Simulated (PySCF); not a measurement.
germanium monotelluride (GeTe), SMILES [Ge]=[Te] (connectivity only; charge and spin as stated), neutral, multiplicity 1.

Geometry: PBE-D3(BJ)/def2-TZVP. The def2 effective core potentials stand for the cores of Te; spin–orbit coupling is left out.

Computed with PySCF with PBE-D3(BJ)/def2-TZVP.

Frequencies are harmonic and unscaled.

Computed normal modes with their intensities:
```csv
mode,ν (cm⁻¹),IR (km/mol),moving atoms (share of kinetic energy)
1,318,11.2,"Ge 64 %, Te 36 %"
```
